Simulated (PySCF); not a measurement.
# K(3+) (potassium, charge +3): UHF calculation

Configuration: [Ne] 3s2 3p4, high-spin 3P determinant. Calculation: PySCF 2.14, in def2-TZVP (6s4p3d, 33 functions); the non-relativistic Hamiltonian (point nucleus).

```json
{"Total energy": "-596.251695 hartree", "One-electron energy": "-796.2031 hartree", "Hartree (Coulomb) energy": "231.6031 hartree", "Exchange energy": "-31.6517 hartree", "Kinetic energy": "595.69877 hartree", "⟨S²⟩": "2.0058", "⟨L²⟩": "2.017", "Sum of ⟨r⟩": "10.66 bohr", "Sum of ⟨r²⟩": "12.48 bohr²", "Traceless quadrupole moment −½Σ⟨3z² − r²⟩ along its main axis": "-0.838 e·bohr²", "Density at the nucleus (Gaussians lack the cusp)": "4420 bohr⁻³", "Spin density at the nucleus": "0.567 bohr⁻³", "Langevin diamagnetic susceptibility": "-9.89 ×10⁻⁶ cm³/mol", "Time after the integrals": "0.09 s of wall time on 1 thread of Intel(R) Xeon(R) CPU @ 2.60GHz (shared host)"}
```

```
shell  electrons  mean orbital energy (hartree)  spread (hartree)  rms radius, mean of both spins (bohr)
 1s α          1                     -135.18488                 0                                 0.0944
 1s β          1                     -135.14621                 0                                 0.0944
 2s α          1                      -16.07220                 0                                  0.419
 2s β          1                      -16.03611                 0                                  0.419
 2p α          3                      -13.11583           0.04159                                  0.388
 2p β          3                      -13.05149           0.02788                                  0.388
 3s α          1                       -3.19884                 0                                   1.30
 3s β          1                       -2.87157                 0                                   1.30
 3p α          3                       -2.35631           0.10259                                   1.40
 3p β          1                       -2.21954                 0                                   1.40
```
